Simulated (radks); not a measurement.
Task: The mean radii <r> (bohr) of the occupied orbitals of an atom or ion are listed with their occupations. All-electron calculation, non-relativistic Kohn-Sham, PBE, spin-polarised, spherical densities, point nucleus. Program: a radial shooting solver on a logarithmic mesh with Libxc functionals.

| orbital | occ. | <r> |
|---|---|---|
| 1s down | 1 | 0.06157 |
| 1s up | 1 | 0.06157 |
| 2s up | 1 | 0.2825 |
| 2s down | 1 | 0.2822 |
| 2p up | 3 | 0.2484 |
| 2p down | 3 | 0.2480 |
| 3s up | 1 | 0.8269 |
| 3s down | 1 | 0.8292 |
| 3p up | 3 | 0.8522 |
| 3p down | 3 | 0.8558 |
| 3d up | 2 | 0.9014 |

Name the element and its charge. Open shells, if any, are filled with parallel spins first.

Result: Z = 25, manganese, charge +5: Mn5+ in [Ar] 3d2. The 1s radius gives Z: for a bare nucleus <r> = 1.5/Z, 0.06 bohr for Z = 25, and screening makes it slightly larger (0.06157 here). The occupations add up to 20, and the charge is Z minus that.
